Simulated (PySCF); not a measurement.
**UHF on Pd⁺ (palladium, charge +1)**

Configuration: [Kr] 4d8 5s1, high-spin 4F determinant (an excited configuration). Computed with PySCF 2.14 in x2c-TZVPPall (8s6p6d2f1g, 79 functions), with scalar relativity by spin-free X2C-1e.

```json
{"Total energy": "-5042.425260 hartree", "One-electron energy": "-6935.9805 hartree", "Hartree (Coulomb) energy": "2036.1308 hartree", "Exchange energy": "-142.5756 hartree", "⟨S²⟩": "3.7534", "⟨L²⟩": "12.047", "Sum of ⟨r⟩": "29.71 bohr", "Sum of ⟨r²⟩": "40.17 bohr²", "Langevin diamagnetic susceptibility": "-31.8 ×10⁻⁶ cm³/mol"}
```

```tsv
shell	electrons	mean orbital energy (eV)	spread (eV)	rms radius, mean of both spins (bohr)
1s α	1	-24490.6	0	0.0365
1s β	1	-24490.6	0	0.0365
2s α	1	-3673.7	0	0.150
2s β	1	-3673.0	0	0.150
2p α	3	-3289.9	0	0.133
2p β	3	-3289.3	0	0.133
3s α	1	-711.87	0	0.403
3s β	1	-711.42	0	0.403
3p α	3	-582.27	0	0.406
3p β	3	-581.83	0	0.406
3d α	5	-376.35	0.339	0.389
3d β	5	-375.44	1.265	0.389
4s α	1	-122.99	0	1.01
4s β	1	-119.04	0	1.01
4p α	3	-83.592	0	1.11
4p β	3	-78.896	0	1.11
4d α	5	-25.762	1.209	1.51
4d β	3	-23.821	0	1.51
5s α	1	-15.251	0	3.07
```

Densities and radii are taken from the X2C orbitals without a picture-change correction, which distorts them close to the nucleus.

Spin-orbit constants ζ (cm⁻¹) from the X2C one-electron operator on these orbitals: bare nucleus, nucleus screened by l(l+1)(2l+1)/3 electrons, and screened by the Breit-Pauli mean field of the electrons.

| shell | bare | screened nucleus | mean field |
| --- | --- | --- | --- |
| 2p | 860200 | 822800 | 806200 |
| 3p | 151900 | 145300 | 141900 |
| 3d | 22240 | 17400 | 16640 |
| 4p | 22720 | 21740 | 21170 |
| 4d | 2040 | 1596 | 1483 |

To first order the Landé constant is A = -494.4 cm⁻¹, so the lowest level has J = 9/2 and lies 0.276 eV below the centre of the term. This holds in LS coupling only.
